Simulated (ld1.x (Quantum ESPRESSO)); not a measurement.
# I (Z = 53): one change to a PAW potential, before and after

| Property | Result |
| --- | --- |
| Element | iodine |
| Generator | ld1.x (Quantum ESPRESSO) 7.5 |
| Type | PAW |
| Functional | PBE |
| Relativity | scalar-relativistic |
| Frozen core | [Kr] |
| Valence charge | 17 |
| Reference configuration | 4d10 5s2 5p5 |
| Partial waves | 5s (bound): rcut 1.55, rcutus 1.75 bohr; 5s channel at 1.7 Ry: rcut 1.55, rcutus 1.75 bohr; 5p (bound): rcut 1.60, rcutus 1.80 bohr; 5p channel at -0.15 Ry: rcut 1.60, rcutus 1.80 bohr; 4d (bound): rcut 1.25, rcutus 1.50 bohr; 4d channel at -3.3 Ry: rcut 1.25, rcutus 1.50 bohr |
| Local potential | all-electron potential smoothed inside 1.65 bohr (lloc = -1) |
| Core correction | Bessel-smoothed model core inside 1.35 bohr |
| Augmentation charge | PSQ, inside the norm-conserving radii |

Change: all radii but the core radius scaled by about 1.37 (s 2.40, p 2.48, d 2.06 bohr, rcut 2.14/2.20/1.72); local potential all-electron potential smoothed inside 2.26 bohr (lloc = -1).

Cutoffs: the cutoffs (Ry, on a coarse ladder) from which the occupation-weighted sum of valence levels, in a spherical-Bessel basis at the reference potential, stays within 10 and 1 mRy of its value at 400 Ry; they do not see the model core or the augmentation charge, which bear on the density cutoff. Errors are all-electron minus pseudo energies relative to the spin-unpolarised reference configuration.

Predict the effect on cutoff, ghosts and configuration errors.

The potential gets softer (70 Ry and 110 Ry → 25 Ry and 40 Ry); the number of tests with a reliable result goes from 7 to 2 (the test run of the changed file stopped, so its transferability is not established); neither file shows a bound ghost. A larger radius leaves more room for a smooth pseudo-wave, so fewer plane waves are needed.

```tsv
quantity	base	changed
cutoff, loose	70 Ry	25 Ry
cutoff, tight	110 Ry	40 Ry
loose cutoff by channel (10 mRy a level)	s 10 Ry, p 6 Ry, d 45 Ry	s 6 Ry, p 8 Ry, d 18 Ry
bound ghosts	none	none
tests with a reliable result	7 of 7	2 of 7 (the test run stopped)
error for 4d10 5s2 5p4, meV [ΔE 11.13 eV]	-3.1	-3.0
error for 4d10 5s2 5p3, meV [ΔE 30.98 eV]	-8.6	-8.4
lowest overlap eigenvalue by channel	s 0.45, p 0.57, d 1.00	s 0.42, p 0.58, d 0.06
```
